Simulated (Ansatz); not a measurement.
CHF₂, SMILES F[CH]F, multiplicity 2.

Coordinates come from a PBE0-D3(BJ)/def2-TZVP optimisation. The isomer is the one that the SMILES or the coordinates give; other isomers of the formula were not compared.

Two levels are set side by side: PBE/def2-TZVPD (Ansatz, a program for electronic structure) and PBE0/def2-TZVPD (Ansatz). Energy differences of separate SCF runs at the same geometry; the states with an electron removed or added have multiplicity 1 and 1. Differences are taken from unrounded values.

```csv
quantity,PBE0
vertical ionisation energy (eV),10.10
```

**Question.** What does PBE give, and how far is it from PBE0? (Estimate from the structure and the level; the computed values follow.)

**Answer.** 
```json
[
 {"quantity": "vertical ionisation energy (eV)", "PBE": "9.73", "PBE minus PBE0": "-0.37"}
]
```
